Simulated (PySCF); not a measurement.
Compound: C5H7BNO2 (charge +1).
Bonds: O1–B2, B2–O3, B2–C4, C4–C5 (aromatic), C5–C6 (aromatic), C6–N7 (aromatic), N7–C8 (aromatic), C8–C9 (aromatic), C4–C9 (aromatic). Hydrogens: H10 on O1; H11 on O3; H12 on C5; H13 on C6; H14 on N7; H15 on C8; H16 on C9.

The closed-shell SCF was solved with PySCF and density fitting under several settings on one GFN2-xTB geometry (grid level 2 and gas phase unless stated).

```tsv
settings	basis functions	SCF cycles	E (Eh)	HOMO (eV)	LUMO (eV)
PBE0/pcSseg-1	188	14	-424.1520	-12.93	-6.75
PBE0/def2-SVPD	242	14	-423.9195	-12.91	-6.77
PBE0/6-31G*, IEF-PCM chloroform, fitting basis def2-universal-jkfit	140	10	-424.2562	-9.40	-3.18
PBE/def2-SVPD, energy threshold 1e-11 Eh	242	15	-423.8955	-11.78	-7.62
X3LYP/def2-SVPD, grid level 3, fitting basis def2-qzvpp-jkfit	242	10	-424.2263	-12.70	-6.84
HSE06/pcseg-1	161	14	-424.1499	-12.55	-7.15
```

Task: Estimate the rows for these settings: (1) B97-2/pcSseg-1, damping 0.1 at the start, DIIS from the seventh cycle, energy threshold 1e-08 Eh; (2) wB97X/MINI.

Result: 
```
                                                                                        settings  basis functions  SCF cycles     E (Eh)  HOMO (eV)  LUMO (eV)
B97-2/pcSseg-1, damping 0.1 at the start, DIIS from the seventh cycle, energy threshold 1e-08 Eh              188          23  -424.4884     -12.68      -6.79
                                                                                      wB97X/MINI               52          12  -421.2747     -16.18      -6.60
```

Task: Over all rows, what range does the HOMO–LUMO gap span?

Result: From 4.16 eV (PBE/def2-SVPD, energy threshold 1e-11 Eh) to 9.58 eV (wB97X/MINI). The functional of the narrowest has no exact exchange, that of the widest range-separated exact exchange.

Task: Compare two rows with the functional PBE0: PBE0/pcSseg-1 and PBE0/def2-SVPD. Which energy is lower, and by how much?

Result: PBE0/pcSseg-1 (188 functions) lies 0.2325 Eh or 146 kcal/mol below PBE0/def2-SVPD (242 functions). The smaller set gives the lower energy; the two sets aren't nested, so the variational bound doesn't order them by size.

Cycle counts include a coarse-grid stage where the run had one. All basis functions are spherical, in the Pople sets too. Geometry: GFN2-xTB, one conformer.

The values belong to the conformer `[OH:1][B:2]([OH:3])[c:4]1[cH:5][cH:6][nH+:7][cH:8][cH:9]1`: O1–B2–C4–C5 0°, H–O1–B2–O3 0°, H–O3–B2–O1 0°.
